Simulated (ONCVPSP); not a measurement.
**u(r) = r·R(r): atom against pseudo-atom (Ho)**

Columns: radius, all-electron u(r) and pseudo u(r) of the 4f shell (level -2.92 eV) of holmium in the configuration [Kr] 4d10 4f11 5s2 5p6 6s2; BLYP, scalar-relativistic, ONCV scheme, ONCVPSP 4.0.1.

```json
{"r (bohr)": "0.125", "all-electron": "0.1678", "pseudo": "0.0055"}
{"r (bohr)": "0.250", "all-electron": "0.6459", "pseudo": "0.0783"}
{"r (bohr)": "0.375", "all-electron": "0.9856", "pseudo": "0.3177"}
{"r (bohr)": "0.500", "all-electron": "1.0982", "pseudo": "0.7134"}
{"r (bohr)": "0.625", "all-electron": "1.0681", "pseudo": "1.0999"}
{"r (bohr)": "0.750", "all-electron": "0.9769", "pseudo": "1.2939"}
{"r (bohr)": "0.875", "all-electron": "0.8683", "pseudo": "1.2278"}
{"r (bohr)": "1.000", "all-electron": "0.7618", "pseudo": "0.9785"}
{"r (bohr)": "1.125", "all-electron": "0.6647", "pseudo": "0.7253"}
{"r (bohr)": "1.250", "all-electron": "0.5792", "pseudo": "0.5823"}
{"r (bohr)": "1.375", "all-electron": "0.5050", "pseudo": "0.5049"}
{"r (bohr)": "1.500", "all-electron": "0.4412", "pseudo": "0.4410"}
{"r (bohr)": "1.625", "all-electron": "0.3865", "pseudo": "0.3863"}
{"r (bohr)": "1.750", "all-electron": "0.3396", "pseudo": "0.3394"}
{"r (bohr)": "1.875", "all-electron": "0.2994", "pseudo": "0.2993"}
{"r (bohr)": "2.000", "all-electron": "0.2648", "pseudo": "0.2648"}
{"r (bohr)": "2.125", "all-electron": "0.2351", "pseudo": "0.2350"}
{"r (bohr)": "2.250", "all-electron": "0.2094", "pseudo": "0.2093"}
{"r (bohr)": "2.375", "all-electron": "0.1871", "pseudo": "0.1871"}
{"r (bohr)": "2.500", "all-electron": "0.1677", "pseudo": "0.1677"}
{"r (bohr)": "2.625", "all-electron": "0.1508", "pseudo": "0.1507"}
{"r (bohr)": "2.750", "all-electron": "0.1359", "pseudo": "0.1359"}
{"r (bohr)": "2.875", "all-electron": "0.1228", "pseudo": "0.1228"}
{"r (bohr)": "3.000", "all-electron": "0.1113", "pseudo": "0.1112"}
{"r (bohr)": "3.125", "all-electron": "0.1010", "pseudo": "0.1010"}
{"r (bohr)": "3.250", "all-electron": "0.0919", "pseudo": "0.0919"}
```

Problem. How many radial nodes do the two functions have?

Solution. The all-electron 4f function has n − l − 1 = 0; the pseudo-wave has 0.

Problem. At about which radius was the pseudo-wave matched?

Solution. 1.35 bohr, where the columns begin to agree (steps of 0.12 bohr).

Problem. Is the pseudo-wave norm-conserving?

Solution. Yes: the ONCV scheme keeps the norm inside the radius equal to the all-electron one, which fixes the energy derivative of the logarithmic derivative at the level.
